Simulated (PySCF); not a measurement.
This script is equivalent to a calculation on Al²⁺ (aluminium, charge +2).

```python
from pyscf import gto, scf, dft, mp, cc
import basis_set_exchange as bse
mol = gto.M(atom="Al 0 0 0", charge=2, spin=1, symmetry="D2h",
            basis=gto.basis.parse(bse.get_basis("cc-pVTZ-DK", elements=["Al"], fmt="nwchem", header=False)),
            nucmod="G")
mf = scf.UHF(mol).sfx2c1e()
mf.irrep_nelec = {'Ag': (3, 2), 'B1u': (1, 1), 'B2u': (1, 1), 'B3u': (1, 1)}
mf.kernel()
```

What total energy does it give?

-241.46416 hartree (calculated).

Which occupied shell lies highest, and where?

3s α, at -28.108 eV.

What is ⟨S²⟩, and what would a pure spin state give?

0.750, against 0.75.
